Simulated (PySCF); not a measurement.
SMILES COc1ccc(SC)cc1, singlet (GFN2-xTB optimised geometry):

```
20

C     -3.041    -2.380    -0.009
O     -1.636    -2.319    -0.001
C     -1.039    -1.093     0.000
C     -1.712     0.125     0.001
C     -0.997     1.308     0.000
C      0.392     1.303    -0.002
S      1.187     2.885    -0.002
C      2.956     2.485    -0.079
C      1.066     0.089     0.000
C      0.354    -1.093     0.000
H     -3.460    -1.908    -0.904
H     -3.289    -3.441    -0.013
H     -3.470    -1.913     0.883
H     -2.790     0.169     0.003
H     -1.519     2.253     0.001
H      3.254     1.938     0.811
H      3.169     1.919    -0.982
H      3.470     3.441    -0.113
H      2.143     0.047     0.002
H      0.868    -2.041     0.000
```

Calculation: PySCF with PBE0/def2-SVP.

What are the frontier orbital energies and the dipole moment?

HOMO-2 -7.46 eV, HOMO-1 -7.38 eV, HOMO -5.55 eV, LUMO -0.15 eV, LUMO+1 0.38 eV; dipole moment 0.75 D.

Meta-Löwdin charges at PBE0/def2-SVP: C1 -0.09, O2 -0.34, C3 0.20, C4 -0.17, C5 -0.11, C6 -0.08, S7 0.06, C8 -0.35, C9 -0.13, C10 -0.13, H11 0.10, H12 0.12, H13 0.10, H14 0.11, H15 0.11, H16 0.12, H17 0.12, H18 0.13, H19 0.11, H20 0.12.
